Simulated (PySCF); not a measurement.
# Computed properties of Al(H)(OH)(PH2) (AlH4OP), SMILES [OH][AlH][PH2]

AlH₄OP, SMILES [PH2][AlH][OH]. Geometry optimised at PBE0-D3(BJ)/def2-TZVP. The values are those of a single conformer. All values are computed for the isolated molecule unless a solvent is named; none is compared with measurement here.

**Structure.** All 15 harmonic modes at PBE0-D3(BJ)/def2-TZVP (PySCF) are real, so it is a minimum. With heavy atoms numbered as in [AlH:1]([OH:3])[PH2:5], the shortest bond between them is Al1–O3 at 1.697 Å and the longest Al1–P5 at 2.317 Å.

**Vibrations.** The strongest infrared lines (harmonic, unscaled, degenerate partners summed) lie at 1919 cm⁻¹ (219 km/mol, H 96 %), 530 cm⁻¹ (188 km/mol, H 93 %), 864 cm⁻¹ (160 km/mol, O 44 %, Al 41 %, H 15 %). The softest mode is at 118 cm⁻¹ and the zero-point energy is 23.6 kcal/mol.

**Electronic structure.** r2SCAN/def2-TZVPD (PySCF) places the frontier levels at -6.48 and -1.37 eV, a gap of 5.11 eV, and gives a dipole moment of 1.49 D and a mean polarisability of 62.2 bohr³.

**Excitations.** TDA-ωB97X/def2-SVPD (PySCF) has S1 at 5.64 eV (220 nm, f = 0.021, weak); the most intense of the 10 singlets computed lies at 8.26 eV (f = 0.24). T1 (TDA) is at 5.02 eV, 0.62 eV under S1. No vertical singlet excitation falls in the visible range (under 3.1 eV).

**NMR.** GIAO shifts at PBE0/pcSseg-2 (PySCF) (non-relativistic, atoms alike by connectivity averaged): ¹H from 1.2 to 5.5 ppm against TMS.
